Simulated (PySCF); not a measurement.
**From computed data to an observable: oscillator strength and radiative lifetime**

CH4OSTe, SMILES CS[Te]O.

Coordinates come from a PBE0-D3(BJ)/def2-SVP optimisation. The def2 effective core potentials stand for the cores of Te; spin–orbit coupling is left out. Other conformers were not sampled.

TDDFT-PBE/def2-SVPD (PySCF 2.14.0) puts the first singlet state with f over 0.02 at 4.08 eV (vertical), with the transition dipole (-0.320, -0.289, -0.175) in atomic units.

Find the oscillator strength, the wavelength and the radiative lifetime that this transition would have in vacuum if emission retraced absorption.


|μ|² = 0.2165 au, so |μ| = 1.18 D. ΔE = 4.08/27.211 = 0.1499 hartree. f = (2/3) ΔE |μ|² = 0.022 (the program prints 0.022).
λ = 1239.84/4.08 = 304 nm; ν = 32907 cm⁻¹.
Einstein's coefficient A = 0.6670 ν² f s⁻¹ (ν in cm⁻¹) = 1.6e7 s⁻¹, so τ = 1/A = 64 ns. This state is S3; the lower singlets have f = 0.002, 0.002. The figure is the radiative limit of this one transition; relaxation, internal conversion, crossing to triplets and a medium change what is measured.
